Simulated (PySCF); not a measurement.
**33S chemical shifts**

Method: GIAO PBE0/pcSseg-1 shieldings, geometry: GFN2-xTB, in PySCF (non-relativistic Hamiltonian, one conformer, gas phase, fast rotation and ring inversion assumed for equivalent nuclei).

Shieldings were converted by a linear fit to measured shifts: 33S: δ = 158.28 − 0.937σ (rms 33.3 ppm, 20 shifts vs sulfate, solution or neat liquid). A few per cent of atoms miss by over 2 rms, more outside the fitted compound classes.

(1) Give the 33S shifts of `O=C1CCS[C@H](C(F)(F)F)C1`.

(2) Match the shifts 34, -283, -356, -514 ppm to `FCSCC(F)(F)F`, `C#C/C([SiH3])=C/S[SiH2]Cl`, `O=[S@@]1CC[C@@H](C(F)=C(F)F)C1`, `N#CC#CN=C=S`.

Answers

(1) 
| compound | environment | δ (ppm) |
| --- | --- | --- |
| O=C1CCS[C@H](C(F)(F)F)C1 | sulfide sulfur | -309 |

(2) 34: O=[S@@]1CC[C@@H](C(F)=C(F)F)C1 (sulfoxide sulfur); -283: FCSCC(F)(F)F (sulfide sulfur); -356: C#C/C([SiH3])=C/S[SiH2]Cl (sulfur bonded to C, Si); -514: N#CC#CN=C=S (thione sulfur).
